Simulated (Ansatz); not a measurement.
Gas-phase electronic energies from Ansatz, PBE0-D4/def2-TZVP geometries. CCSD(T)/CBS adds triple-zeta CCSD(T) − MP2 to the extrapolated MP2 energy (def2 sets, frozen cores). This one scheme is used for every species. DFT in def2-TZVPP. Each species was taken in one conformer, which may not be the lowest.

Reaction (substitution at a C–B bond): `FB(F)C[SiH3]` + `O[SiH2]O` → `O[SiH2]OC[SiH3]` + `FBF`

| level | ΔE (kJ/mol) | difference from CCSD(T)/CBS |
| --- | --- | --- |
| r2SCAN-D4 | 142.9 | 2.9 |
| PBE0-D4 | 140.4 | 0.4 |
| B2PLYP | 136.4 | -3.6 |
| PBE | 138.3 | -1.7 |
| r2SCAN | 143.9 | 3.9 |
| PBE0 | 142.9 | 2.9 |
| HF/def2-TZVPP | 131.3 | -8.7 |
| MP2/def2-TZVPP | 144.4 | 4.4 |
| CCSD/def2-TZVPP | 138.6 | -1.4 |
| MP2/CBS(def2) | 146.1 | 6.1 |
| CCSD(T)/CBS | 140.0 | 0 |

Largest T1 diagnostic among the species: 0.013.

In def2-TZVPP, CCSD(T) changes the Hartree–Fock value by +7.0 kJ/mol (the triples alone add −0.3 kJ/mol) and MP2 by +13.1 kJ/mol. The D4 term adds −4.0 kJ/mol with B3LYP and −2.5 kJ/mol with PBE0; it sums over pairs of atoms, weighted by their polarisabilities, and B3LYP, whose exchange is more repulsive, gets the larger term. From PBE to PBE0 (25 % exact exchange), in def2-TZVPP and without D4, ΔE moves by +4.6 kJ/mol.

B3LYP here is the variant with VWN-RPA as its local correlation; programs differ in this.
